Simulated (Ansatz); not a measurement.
## Cost against result

Saddle point of SiH2SeF2, singlet (H₂Se + SiF₂ → SiH₂SeF₂ ([F][SiH]([F])[SeH]); bonds formed: Si1–H4, Si1–Se5; bonds broken: H4–Se5), PBE0-D4/def2-TZVP structure:

```csv
atom,x (Å),y (Å),z (Å)
Si1,-0.1866,-0.9803,0.0402
F2,-1.7366,-1.1285,0.3677
F3,-0.0564,-0.9523,-1.5461
H4,0.7318,-0.0892,1.0151
Se5,0.0856,1.5763,0.5618
H6,1.1621,1.5740,-0.4386
```

Barriers are electronic and count from the start structure reached by relaxing down the imaginary mode.

Ansatz 0.2.0; basis: as named in each row; cores frozen in the correlated methods. Filled d shells of the heavier atoms are correlated. The def2 sets are not built for correlating such inner shells, so the correlated values are less sure here. B3LYP uses VWN-RPA correlation. Extrapolation: Hartree–Fock as exp(−7.88 √X), correlation as X^−2.97.

Times are rough, for one single point on 4 threads of a shared host (Arm Neoverse V1).

The estimate by CCSD(T) at an estimated basis limit (MP2 extrapolated from triple and quadruple zeta, plus CCSD(T) − MP2 in triple zeta) is 0.996 eV.

```csv
method,basis,time (s),barrier (eV),method less estimate
HF,STO-3G,under 1,2.144,1.148
PBE-D4,STO-3G,under 1,0.861,-0.135
SPW92,def2-SVP,under 1,0.581,-0.414
PBE-D4,def2-SVP,under 1,0.747,-0.249
B3LYP-D4,6-31G,under 1,1.471,0.475
SPW92,def2-TZVPP,under 1,0.547,-0.449
PBE0-D4,def2-SVP,1,0.952,-0.043
PBE-D4,def2-TZVPP,2,0.694,-0.302
BLYP-D4,def2-TZVPP,2,0.843,-0.153
BHLYP-D4,def2-TZVPP,2,1.189,0.193
PBE0-D4,def2-TZVPP,2,0.863,-0.132
B3LYP-D4,def2-TZVPP,2,0.970,-0.026
CAM-B3LYP-D4,def2-TZVPP,3,1.144,0.148
r2SCAN-D4,def2-TZVPP,3,0.695,-0.301
CCSD(T),def2-SVP,3,1.275,0.280
RPA on PBE,def2-TZVPP,4,1.066,0.070
PBE-QIDH,def2-TZVPP,4,0.982,-0.014
r2SCAN0-D4,def2-TZVPP,4,0.860,-0.136
wB97M-V,def2-SVP,4,1.278,0.282
B2PLYP,def2-TZVPP,5,1.003,0.007
B97M-V,def2-TZVPP,6,0.847,-0.149
wB97X-V,def2-TZVPP,6,1.191,0.195
wB97M-V,def2-TZVPP,8,1.218,0.223
MP2,def2-QZVPP,15,0.955,-0.041
CCSD(T),def2-TZVPP,62,1.054,0.058
```

All methods are single points on the PBE0-D4 structures.

The T1 diagnostic stays at or below 0.014. The restricted Hartree–Fock reference is unstable towards an unrestricted one at one or more of these structures. A large double-excitation amplitude points to some diradical character; no triplet was computed.

Losses and insertions of silylenes and their heavier kin drive the gas-phase chemistry of silicon and germanium vapour deposition.

Labels in which every atom is bracketed show which atoms are joined, not bond orders.
